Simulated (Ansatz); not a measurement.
`B[Si](C)(O)F`: the same geometry under several functionals.

```yaml
crystal:
  periodic: [false, false, false]
  atoms:
    - {symbol: B, position_ang: [1.080224, 1.256749, 1.022045]}
    - {symbol: Si, position_ang: [0.378859, -0.042416, -0.345937]}
    - {symbol: C, position_ang: [-1.454601, -0.331285, -0.220139]}
    - {symbol: O, position_ang: [1.251157, -1.419299, -0.138954]}
    - {symbol: F, position_ang: [0.631496, 0.482838, -1.846783]}
    - {symbol: H, position_ang: [1.476580, 2.347484, 0.736649]}
    - {symbol: H, position_ang: [1.078145, 0.960295, 2.180899]}
    - {symbol: H, position_ang: [-1.719210, -0.740575, 0.757595]}
    - {symbol: H, position_ang: [-2.011902, 0.597856, -0.365861]}
    - {symbol: H, position_ang: [-1.784663, -1.037459, -0.988033]}
    - {symbol: H, position_ang: [1.139315, -2.131386, -0.771081]}
basis:
  gaussian: {orbitals: def2-TZVPP}
hamiltonian: {xc: {name: B97M-V}}
output: {orbitals: {seedname: orbitals}}
```

```sh
$ ansatz run in.yaml --threads 4 --pin off --events-out ev --progress --plain --max-ram 10444MiB
```

Output, abridged:

```
Functional definition: B97M-V
1298 factors; their error is unknown
mean field evaluation 1: about -14443.7983 eV, gradient 7.8e1 eV
mean field evaluation 2: about -14428.9073 eV, gradient 1.1e2 eV
mean field evaluation 4: about -14454.9477 eV, gradient 6.6e0 eV
mean field evaluation 8: about -14455.0434 eV, gradient 3.3e-1 eV
mean field evaluation 16: about -14455.0105 eV, gradient 3.1e-4 eV
mean field -14455.01054654 eV, -531.2118396272 hartree, gradient 2.5e-5 eV, S^2 0.000000; 0 other end points of the search recorded, 0 dependent functions left out
reference -14455.01061491 eV, -531.2118421400 hartree; 24, 24 occupied and 226, 226 virtual orbitals, 1298 factors
Total energy: -14455.01061491 eV, -531.2118421400 hartree
```

It took 9 s on 4 threads of an Arm Neoverse V1 on a shared host, with 0.4 GiB of host memory at the peak.

Changing it to `hamiltonian: {xc: {name: BHLYP}, dispersion: d4}` (abridged; 2.9 s):

```
Functional definition: BHLYP
mean field evaluation 16: about -14455.4479 eV, gradient 3.6e-5 eV
mean field -14455.44792483 eV, -531.2279129831 hartree, gradient 3.6e-5 eV, S^2 0.000000
Total energy: -14455.70433707 eV, -531.2373359590 hartree
```

Changing it to `hamiltonian: {xc: {name: wB97X-V}}` (abridged; 7.5 s):

```
Functional definition: wB97X-V
mean field evaluation 16: about -14455.0253 eV, gradient 4.5e-4 eV
mean field -14455.02530448 eV, -531.2123819714 hartree, gradient 2.8e-5 eV, S^2 0.000000
Total energy: -14455.02530220 eV, -531.2123818879 hartree
```

The same input with `hamiltonian: {xc: pbe, dispersion: d4}` and forces (abridged; 2.4 s):

```
Functional definition: PBE
mean field evaluation 16: about -14446.4218 eV, gradient 7.1e-3 eV
mean field -14446.42177857 eV, -530.8962082259 hartree, gradient 4.0e-5 eV, S^2 0.000000
Total energy: -14446.63172513 eV, -530.9039236199 hartree
Atom 0 force    -0.011451    -0.065657    -0.036023 eV/Å
Atom 1 force    -0.155993     0.201600     0.371112 eV/Å
Atom 2 force    -0.015743     0.028701     0.040107 eV/Å
Atom 3 force     0.345194    -0.115329     0.404795 eV/Å
Atom 4 force     0.088988     0.234537    -0.593857 eV/Å
Atom 5 force     0.033662     0.123084    -0.027775 eV/Å
Atom 6 force     0.001548    -0.024204     0.130269 eV/Å
Atom 7 force    -0.061107    -0.074588     0.180067 eV/Å
Atom 8 force    -0.121599     0.168809    -0.024913 eV/Å
Atom 9 force    -0.058824    -0.133863    -0.151569 eV/Å
Atom 10 force    -0.044675    -0.343091    -0.292213 eV/Å
Dipole moment:    -0.257197    -0.192844     0.067807 e Å
```

Changing it to `hamiltonian: {xc: {name: B3LYP}, dispersion: d4}` and forces (abridged; 4.2 s):

```
Functional definition: B3LYP
mean field evaluation 16: about -14459.1751 eV, gradient 1.1e-4 eV
mean field -14459.17511116 eV, -531.3648845542 hartree, gradient 2.8e-5 eV, S^2 0.000000
Total energy: -14459.51338128 eV, -531.3773157520 hartree
Atom 0 force     0.041911     0.089196     0.093204 eV/Å
Atom 1 force    -0.014952     0.119423     0.175551 eV/Å
Atom 2 force    -0.114608    -0.021604     0.013451 eV/Å
Atom 3 force     0.053825    -0.120602    -0.000091 eV/Å
Atom 4 force     0.034984     0.075744    -0.194910 eV/Å
Atom 5 force    -0.040183    -0.115727     0.034374 eV/Å
Atom 6 force     0.001756     0.035654    -0.122037 eV/Å
Atom 7 force    -0.006487     0.018931    -0.050871 eV/Å
Atom 8 force     0.010571    -0.048837     0.010293 eV/Å
Atom 9 force    -0.001912     0.030484     0.039564 eV/Å
Atom 10 force     0.035094    -0.062662     0.001472 eV/Å
Dipole moment:    -0.257923    -0.185207     0.077669 e Å
```

The same input with `hamiltonian: {xc: lda}` (abridged; 1.2 s):

```
Functional definition: SPW92
mean field evaluation 16: about -14375.9485 eV, gradient 2.2e-4 eV
mean field -14375.94853638 eV, -528.3063643440 hartree, gradient 7.6e-5 eV, S^2 0.000000
Total energy: -14375.94858054 eV, -528.3063659671 hartree
```

B3LYP takes the VWN-RPA correlation (the form of Gaussian; ORCA's B3LYP/G).
